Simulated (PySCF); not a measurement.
A GIAO shielding run with PySCF (density fitting, non-relativistic, gas phase) on SMILES CC(C)N([SiH3])C(C)C, C$_{6}$H$_{17}$NSi:

```
{"job": {"kind": "nmr", "xc": "PBE0", "basis": "pcSseg-1"}, "charge": 0, "multiplicity": 1}
C      1.973975     0.333680    -1.043156
C      0.883881     0.423688     0.021428
C      1.465455     0.369781     1.432025
N     -0.162539    -0.577286    -0.186334
Si     0.050131    -2.254852     0.208515
C     -1.508877    -0.096896    -0.487834
C     -2.130355     0.687283     0.667610
C     -1.562922     0.683934    -1.798493
H      2.503540    -0.630025    -0.982353
H      2.719875     1.134686    -0.920102
H      1.538294     0.414896    -2.049315
H      0.404587     1.410925    -0.087568
H      1.988052    -0.585043     1.609958
H      2.196956     1.176691     1.593253
H      0.670795     0.465473     2.186482
H     -0.826089    -3.061090    -0.696379
H      1.478489    -2.646304     0.009787
H     -0.314929    -2.633854     1.617428
H     -2.128019    -1.000478    -0.633194
H     -1.575810     1.618724     0.864742
H     -3.171449     0.966262     0.442779
H     -2.125391     0.088563     1.590744
H     -2.600381     0.950445    -2.052297
H     -1.146083     0.084110    -2.620682
H     -0.989511     1.622357    -1.735587
```

Hardware: 1 thread of an x86-64 server CPU, shared host. The job also computes population analyses, field gradients.

**Question.** How large is the calculation?

**Answer.** 74 electrons, 228 basis functions and 1197 auxiliary functions.

**Question.** How long does it take?

**Answer.** 68 s of wall time, with 12 SCF cycles and 4 response iterations. Times on a shared host scatter by some tens of per cent.
